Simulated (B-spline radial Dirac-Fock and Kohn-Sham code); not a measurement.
Kohn-Sham estimates against Dirac-Fock for the levels of Rb⁺

System: the Rb⁺ ion, configuration [Ar] 3d10 4s2 4p6.

The density-functional columns are spherical, spin-unpolarised Dirac-Kohn-Sham results without Breit or QED terms: −ε is minus the orbital energy of the initial state and ΔSCF the difference of two total energies. The reference in the last column comes from ΔSCF Dirac-Fock with Breit, self-energy and vacuum polarisation, finite nucleus, configuration average. All numbers are from a radial B-spline solver, in eV; a selection of levels is shown. The Kohn-Sham columns are given as differences from the reference. For the 1s level of heavy atoms much of the gap between ΔSCF and the reference is the Breit and QED part, -35.9 eV here; for other levels the error of the functional can be larger.

```tsv
level	PBE −ε − DF	PBE ΔSCF − DF	LDA −ε − DF	LDA ΔSCF − DF	Dirac-Fock
K (1s)	-178.5	+56.0	-202.1	+31.6	15212.0
L1 (2s)	-71.3	-32.5	-74.0	-34.9	2084.2
L2 (2p1/2)	-51.8	-3.9	-52.6	-4.6	1878.0
L3 (2p3/2)	-52.9	-6.5	-53.6	-7.1	1818.3
M1 (3s)	-34.7	-20.3	-35.7	-21.2	338.4
M2 (3p1/2)	-27.0	-12.6	-27.3	-12.9	263.8
M3 (3p3/2)	-26.9	-12.7	-27.2	-13.0	254.6
M4 (3d3/2)	-13.3	+1.0	-13.0	+1.4	123.9
M5 (3d5/2)	-13.4	+0.9	-13.0	+1.2	122.4
N1 (4s)	-9.3	-2.7	-9.2	-2.5	46.95
N2 (4p1/2)	-4.9	+1.1	-4.8	+1.3	27.18
N3 (4p3/2)	-4.9	+1.0	-4.8	+1.2	26.26
```

For the outermost level NIST gives 27.28954 eV (measured); the differences from it are PBE −ε -5.93, PBE ΔSCF 0.00, LDA −ε -5.79, LDA ΔSCF +0.14, Dirac-Fock -1.03 eV.

Values without a named source are computed, but for edge energies of neutral atoms, which are taken from tables.
